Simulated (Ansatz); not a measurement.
Al3Sb3H12. Total charge 0; triplet. Geometry PBE-D4/def2-SVP, that of the neutral singlet; atoms count from 1.

Cartesian coordinates in Å:
```
Al -2.379 -0.560 0.016
Al -0.398 0.222 -1.584
Al 1.945 2.242 -0.240
Sb -1.575 -2.388 1.798
Sb 1.458 -1.718 -1.234
Sb 2.492 -0.596 1.175
H -1.103 0.646 -0.037
H -3.764 0.230 -0.059
H -0.858 0.925 -2.940
H -1.816 -1.013 -1.515
H 1.654 3.568 0.603
H 3.371 1.823 -0.826
H -1.873 -1.226 3.056
H -3.213 -2.960 1.917
H 0.691 1.706 -1.162
H 2.665 -0.829 -2.110
H 1.644 1.031 1.112
H 1.060 -1.104 2.029
```

In the def2 sets Sb takes a core potential; there is no spin–orbit coupling. At PBE0-D4/def2-SVP a singlet of charge 0 lies 3.41 eV below the triplet at the same geometry.

(1) Estimate the Mulliken populations from the PBE0/def2-SVP orbitals of Ansatz.

(2) Where does the spin sit?

(3) And the Mayer bond orders between heavy atoms (over 0.3)?

## Answers

(1) 
```
atom  charge (e)  spin (α − β)
 Al1        0.36          0.00
 Al2        0.29          0.05
 Al3        0.41          0.03
 Sb4       -0.08          0.00
 Sb5       -0.01          1.13
 Sb6        0.19          0.75
  H7       -0.14          0.01
  H8       -0.11          0.00
  H9       -0.09         -0.01
 H10       -0.16          0.00
 H11       -0.12          0.03
 H12       -0.13          0.00
 H13       -0.03          0.00
 H14       -0.03          0.00
 H15       -0.19          0.03
 H16        0.00         -0.03
 H17       -0.14          0.05
 H18       -0.03         -0.03
```
Mulliken values depend strongly on the basis.

(2) Summed by element: Al 0.08, Sb 1.88, H 0.04, of 2 unpaired in all. Largest on single atoms: Sb5 1.13, Sb6 0.75, H17 0.05.

(3) Al1–Al2 0.31 (2.66 Å); Al1–Sb4 0.97 (2.68 Å); Al2–Sb5 0.82 (2.71 Å); Sb5–Sb6 0.51 (2.85 Å).
